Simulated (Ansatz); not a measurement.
Gas-phase electronic energies from Ansatz, PBE0-D4/def2-TZVP geometries. CBS: MP2 limit from def2 TZ/QZ plus the TZ coupled-cluster correction, frozen cores. This one scheme is used for every species. Functionals use def2-TZVPP. B3LYP here is the variant with VWN-RPA as its local correlation; programs differ in this. For Ge outer-core shells are correlated without core-valence functions, which leaves a few kJ/mol of doubt a bond. Scalar relativity is left out up to krypton. One conformer a species, not always the lowest.

`[F][GeH2][O][GeH3]` + `[CH3][AlH][SH]` → `[CH3][AlH][S][GeH3]` + `[OH][GeH2][F]`  (ligand exchange at a Ge–O bond)

`[F][GeH2][O][GeH3]`:

```xyz
9

F    -0.801   -1.540   -1.455
Ge    0.386   -0.268   -1.518
O     0.012    0.830   -0.210
Ge   -0.323    0.433    1.497
H     0.195    0.478   -2.839
H     1.739   -0.961   -1.302
H    -1.822    0.144    1.645
H     0.094    1.678    2.289
H     0.519   -0.793    1.893
```

`[CH3][AlH][SH]`:

```xyz
8

C    -0.403   -0.393    1.246
Al   -0.166    0.239   -0.576
S     1.851    0.219   -1.425
H    -0.821    0.396    1.880
H     0.534   -0.726    1.699
H    -1.110   -1.228    1.280
H    -1.340    0.772   -1.497
H     1.455    0.721   -2.607
```

`[CH3][AlH][S][GeH3]`:

Z-matrix (Å, degrees):
```
C
Al 1 1.948
H 1 1.093 2 111.4
H 1 1.095 2 111.4 3 120.5
H 1 1.095 2 111.4 3 -120.5
S 2 2.185 1 121.2 3 179.4
H 2 1.583 1 124.3 3 -0.6
Ge 6 2.224 2 101.1 1 0.2
H 8 1.534 6 106.1 2 179.5
H 8 1.537 6 110.6 2 60.2
H 8 1.537 6 110.6 2 -61.2
```

`[OH][GeH2][F]`:

```xyz
6

O    -0.555    1.101    0.614
Ge    0.195   -0.387    0.044
F    -0.800   -1.023   -1.231
H    -0.546    1.808   -0.035
H     1.562   -0.132   -0.604
H     0.143   -1.367    1.212
```

Is it downhill or uphill in electronic energy at CCSD(T)/CBS, and by how much? (Estimate.)

Ansatz gave: Downhill: ΔE = -4.0 kcal/mol.

What do these levels give: PBE-D4, PBE0-D4, ωB97M-V, PBE, r2SCAN, PBE0, B3LYP, CCSD/def2-TZVPP, HF/def2-QZVPP, HF/CBS(def2), MP2/CBS(def2), CCSD/CBS(def2)? (Best estimate.)

Ansatz gave: PBE-D4 -6.0, PBE0-D4 -5.9, ωB97M-V -3.9, PBE -5.3, r2SCAN -4.2, PBE0 -5.3, B3LYP -2.5, CCSD/def2-TZVPP -2.6, HF/def2-QZVPP 0.3, HF/CBS(def2) 0.3, MP2/CBS(def2) -4.9, CCSD/CBS(def2) -3.5 kcal/mol.

Largest T1 diagnostic among the species: 0.012.

The D4 term adds −1.1 kcal/mol with B3LYP and −0.6 kcal/mol with PBE0; it sums over pairs of atoms, weighted by their polarisabilities, and B3LYP, whose exchange is more repulsive, gets the larger term. In def2-TZVPP, CCSD(T) changes the Hartree–Fock value by −2.9 kcal/mol (the triples alone add −0.5 kcal/mol) and MP2 by −3.8 kcal/mol.
